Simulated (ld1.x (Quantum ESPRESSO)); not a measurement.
**phosphorus, RRKJ: configuration errors across variants**

phosphorus, norm-conserving RRKJ (Kleinman–Bylander form), made with ld1.x (Quantum ESPRESSO) 7.5 (PBE, scalar-relativistic). Core [Ne], reference 3s2 3p3. Waves: 3p (bound): rc 1.30 bohr; 3d channel at 0.1 Ry: rc 1.50 bohr; 3s (bound): rc 1.60 bohr. Local part: the s channel. Core correction: Bessel-smoothed model core inside 1.20 bohr. rho0 = 0.02.

All-electron excitation energies from the reference (eV): (1) 3s2 3p2 9.730; (2) 3s2 3p1 28.877; (3) 3s2 3p0 58.616; (4) 3s1 3p3 18.850; (5) 3s2 3p3.3 -1.307; (6) 3s1 3p4 8.534; (7) 3s1 3p0 110.621.

1 further variants failed, have other tests or too few solved ones, and are left out.

Errors AE − PS in meV (a dash: test not solved or not reliable):

| change | (1) | (2) | (3) | (4) | (5) | (6) | (7) | bound ghosts |
| --- | --- | --- | --- | --- | --- | --- | --- | --- |
| base | +3.1 | +20 | +59 | +9.2 | +0.2 | +1.8 | +157 | none |
| all radii but the core radius scaled by about 0.83 (s 1.32, p 1.08, d 1.24 bohr) | +4.0 | +22 | +47 | +13 | +0.2 | +2.8 | +123 | none |
| all radii but the core radius scaled by about 0.92 (s 1.48, p 1.20, d 1.38 bohr) | +3.2 | +20 | +50 | +11 | +0.2 | +2.8 | +139 | none |
| all radii but the core radius scaled by about 1.11 (s 1.78, p 1.44, d 1.66 bohr) | +3.6 | +25 | +82 | +5.3 | +0.2 | -2.0 | +190 | none |
| all radii but the core radius scaled by about 1.19 (s 1.90, p 1.54, d 1.78 bohr) | +4.8 | +34 | +112 | +0.8 | +0.3 | -6.7 | +223 | none |
| all radii but the core radius scaled by about 1.37 (s 2.20, p 1.78, d 2.06 bohr) | +9.8 | +63 | +206 | -11 | +0.5 | -21 | +294 | none |

Question: Give the same row for: all radii but the core radius scaled by about 1.30 (s 2.08, p 1.68, d 1.94 bohr).

Answer: +7.6, +51, +167, -6.5, +0.4, -15, +266; bound ghosts: none.
